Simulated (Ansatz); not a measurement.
One change: `F[CH2][SnH3]` becomes `F[CH2][AlH2]`.

Ansatz, PBE0-D4/def2-TZVP geometries, multiplicity 1. 

Elements past krypton have def2 core potentials.

```tsv
property	`F[CH2][SnH3]`
size of the dipole moment (PBE/def2-TZVPP) / D	1.36
HOMO energy (PBE0/def2-TZVPP) / eV	-8.05
size of the dipole moment (B3LYP/def2-TZVPP) / D	1.50
LUMO energy (PBE/def2-TZVPP) / eV	-0.62
ideal-gas entropy at 298 K and 1 bar (rigid rotor, harmonic PBE0-D4/def2-TZVP) / J/(mol·K)	318
HOMO–LUMO gap (PBE/def2-TZVPP) / eV	6.09
```

**Question.** What does the change do to each property? (An estimate is asked.)

**Answer.** Ansatz gave: 
| property | `F[CH2][AlH2]` | shift |
| --- | --- | --- |
| size of the dipole moment (PBE/def2-TZVPP) / D | 1.39 | 0.03 |
| HOMO energy (PBE0/def2-TZVPP) / eV | -7.84 | 0.21 |
| size of the dipole moment (B3LYP/def2-TZVPP) / D | 1.55 | 0.05 |
| LUMO energy (PBE/def2-TZVPP) / eV | -2.37 | -1.75 |
| ideal-gas entropy at 298 K and 1 bar (rigid rotor, harmonic PBE0-D4/def2-TZVP) / J/(mol·K) | 292 | -26 |
| HOMO–LUMO gap (PBE/def2-TZVPP) / eV | 4.03 | -2.06 |

With PBE0 the HOMO rises by 0.21 eV and the LUMO falls by 1.71 eV, so the gap narrows by about 1.92 eV. PBE moves the HOMO by 0.31 eV and ωB97M-V by 0.14 eV. The zero-point energy changes by -20.2 kJ/mol with -3 modes. Dipoles are sizes alone; their direction can turn.

B3LYP here is the variant with VWN-RPA as its local correlation; programs differ in this.
